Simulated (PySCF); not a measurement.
MgCl, SMILES [Mg][Cl], multiplicity 2.

Geometry: B3LYP-D3(BJ)/def2-TZVPD. The spin state was assumed, not searched.

Level of theory: PySCF with CAM-B3LYP/def2-TZVPD.

```
Property                                                           Value
-----------------------------------------------  -----------------------
total energy                                          -660.35309 hartree
point group                                                          C∞v
α spin, highest occupied and lowest empty level       -6.90 and -0.33 eV
β spin, highest occupied and lowest empty level       -9.68 and -2.31 eV
dipole moment                                                     3.63 D
mean static polarisability                          62.4 bohr³ (9.25 Å³)
polarisability, principal values                  61.9, 61.9, 63.6 bohr³
⟨S²⟩                                             0.751 (pure state 0.75)
```
